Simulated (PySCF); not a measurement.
Compound: Ti(N(SiMe3)2)Cl3, C₆H₁₈Cl₃NSi₂Ti (singlet state).
Bonds: Ti1–N2, Ti1–Cl29, Ti1–Cl30, Ti1–Cl31, N2–Si3, N2–Si7, Si3–C4, Si3–C5, Si3–C6, Si7–C8, Si7–C9, Si7–C10. Hydrogens: H11, H12, H13 on C4; H14, H15, H16 on C5; H17, H18, H19 on C6; H20, H21, H22 on C8; H23, H24, H25 on C9; H26, H27, H28 on C10.

Level of theory: PBE0-D3(BJ)/def2-SVP geometry optimisation, gas phase (PySCF 2.14.0).

List the bond lengths, angles and torsions at this level.

```json
{"bond": "Ti1–N2", "length (bohr)": "3.413"}
{"bond": "Ti1–Cl29, Ti1–Cl31", "length (bohr)": "4.161"}
{"bond": "Ti1–Cl30", "length (bohr)": "4.131"}
{"bond": "N2–Si3, N2–Si7", "length (bohr)": "3.418"}
{"bond": "Si3–C4 and 3 like bonds", "length (bohr)": "3.546"}
{"bond": "Si3–C5, Si3–C6", "length (bohr)": "3.562"}
{"bond": "C4–H11 and 17 like bonds", "length (bohr)": "2.079"}
```

Bonds in one row agree within 0.02 bohr and their mean is given. A selection of angles:
```json
{"angle": "N2–Ti1–Cl29", "degrees": "107.7"}
{"angle": "N2–Ti1–Cl30", "degrees": "109.4"}
{"angle": "N2–Ti1–Cl31", "degrees": "110.7"}
{"angle": "Cl29–Ti1–Cl30", "degrees": "105.9"}
{"angle": "Cl29–Ti1–Cl31", "degrees": "115.1"}
{"angle": "Cl30–Ti1–Cl31", "degrees": "107.8"}
{"angle": "Ti1–N2–Si3", "degrees": "119.2"}
{"angle": "Ti1–N2–Si7", "degrees": "116.4"}
{"angle": "Si3–N2–Si7", "degrees": "123.0"}
{"angle": "N2–Si3–C4", "degrees": "111.3"}
{"angle": "N2–Si3–C5", "degrees": "107.8"}
{"angle": "N2–Si3–C6", "degrees": "108.9"}
{"angle": "C4–Si3–C5", "degrees": "108.0"}
{"angle": "C5–Si3–C6", "degrees": "114.1"}
{"angle": "C8–Si7–C10", "degrees": "108.6"}
```

Dihedral angles: Cl29–Ti1–N2–Si3 109° (anticlinal); Ti1–N2–Si3–C4 -179° (antiperiplanar); Ti1–N2–Si7–C8 -15° (synperiplanar). The mirror-image conformer, all signs reversed, is as good.

Si3 (silicon bonded to 3 C and N) is distorted tetrahedral (angles from 106.8° to 114.1°). Ti1 (titanium bonded to 3 Cl and N) is distorted tetrahedral (angles from 105.9° to 115.1°). N2 (nitrogen bonded to 2 Si and Ti) is almost planar (angles 123.0°, 119.2° and 116.4°, sum 358.7°, 0.12 Å off the plane of its three neighbours). Of the pairs four or more bonds apart, H12···H25 is among the closest relative to their van der Waals radii: 2.18 Å, 91 % of the sum of Bondi's values.

Point group: C1 (no symmetry element, even within 0.4 Å). Whether it is a minimum is left open (no frequencies).
